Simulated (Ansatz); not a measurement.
Molecule: YBr, net charge 0, singlet state. 
Geometry from a B3LYP-D3(BJ)/def2-TZVP (Ansatz, a quantum-chemistry and plane-wave program) optimisation:
SMILES: [Br][Y]
```xyz
2

Y      0.0000     0.0000    -1.2121
Br     0.0000     0.0000     1.3506
```

Dipole moments at this geometry, in debye (magnitudes).

```json
[
 {"level": "SVWN5/def2-TZVPD", "program": "Ansatz", "dipole (D)": "2.53"},
 {"level": "BLYP/def2-TZVPD", "program": "Ansatz", "dipole (D)": "2.56"},
 {"level": "revPBE/def2-TZVPD", "program": "Ansatz", "dipole (D)": "2.43"},
 {"level": "B97M-V/def2-TZVPD", "program": "Ansatz", "dipole (D)": "2.57"},
 {"level": "B3LYP/def2-TZVPD", "program": "Ansatz", "dipole (D)": "2.82"},
 {"level": "PBE0/def2-TZVPD", "program": "Ansatz", "dipole (D)": "2.71"},
 {"level": "r2SCANh/def2-TZVPD", "program": "Ansatz", "dipole (D)": "2.73"},
 {"level": "r2SCAN0/def2-TZVPD", "program": "Ansatz", "dipole (D)": "2.86"},
 {"level": "HSE06/def2-TZVPD", "program": "Ansatz", "dipole (D)": "2.69"},
 {"level": "LC-wPBE/def2-TZVPD", "program": "Ansatz", "dipole (D)": "2.94"},
 {"level": "wB97M-V/def2-TZVPD", "program": "Ansatz", "dipole (D)": "3.07"},
 {"level": "wB97X-V/def2-TZVPD", "program": "Ansatz", "dipole (D)": "…"},
 {"level": "CCSD(T)/def2-SVPD", "program": "Ansatz", "dipole (D)": "…"}
]
```

Q: What belongs in the gaps?

A: 
- wB97X-V/def2-TZVPD, dipole (D): 2.98
- CCSD(T)/def2-SVPD, dipole (D): 2.30
